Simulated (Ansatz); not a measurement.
CrN₃F₃H₉, that is fac-[CrF3(NH3)3]- with one electron fewer. Charge 0, multiplicity 2. Geometry PBE0-D4/def2-SVPD, that of the charge -1 triplet; atoms count from 1.

```csv
atom,x (Å),y (Å),z (Å)
Cr1,-0.498,-0.109,-0.594
F2,-0.025,-1.278,-1.971
N3,-0.874,1.171,1.033
H4,-1.759,0.829,1.409
H5,-1.024,2.084,0.602
H6,-0.182,1.248,1.780
F7,-2.203,-0.782,-0.236
N8,1.454,0.641,-0.823
H9,1.317,1.540,-1.287
H10,1.892,-0.008,-1.477
H11,2.046,0.760,0.001
F12,-0.997,1.356,-1.639
N13,0.162,-1.651,0.675
H14,-0.704,-2.045,1.044
H15,0.801,-1.433,1.442
H16,0.593,-2.325,0.042
```

The charge 0 doublet is spin-contaminated (final ⟨S²⟩ up to 1.75, 0.75 for a pure state).

Question: Estimate the Mulliken populations from the PBE0/def2-TZVPD orbitals of Ansatz.

Answer: 
```
atom  charge (e)  spin (α − β)  d electrons
 Cr1        0.86          1.07         4.25
  F2       -0.70          0.03            –
  N3       -0.43         -0.04            –
  H4        0.29          0.00            –
  H5        0.29          0.00            –
  H6        0.26          0.00            –
  F7       -0.70         -0.02            –
  N8       -0.43         -0.02            –
  H9        0.29          0.00            –
 H10        0.29          0.00            –
 H11        0.27          0.00            –
 F12       -0.70         -0.02            –
 N13       -0.43         -0.02            –
 H14        0.29          0.00            –
 H15        0.26          0.00            –
 H16        0.29          0.00            –
```
Mulliken values depend strongly on the basis. With diffuse functions, as here, like atoms can get unlike values, and bond orders can come out too low or too high.

Question: Where does the spin sit?

Answer: Summed by element: Cr 1.07, F -0.01, N -0.08, H 0.02, of 1 unpaired in all. Largest on single atoms: Cr1 1.07, N3 -0.04, F2 0.03.

Question: And the Mayer bond orders between heavy atoms (over 0.3)?

Answer: Cr1–F2 0.48 (1.87 Å); Cr1–N3 0.50 (2.10 Å); Cr1–F7 0.48 (1.87 Å); Cr1–N8 0.51 (2.10 Å); Cr1–F12 0.48 (1.87 Å); Cr1–N13 0.51 (2.10 Å).
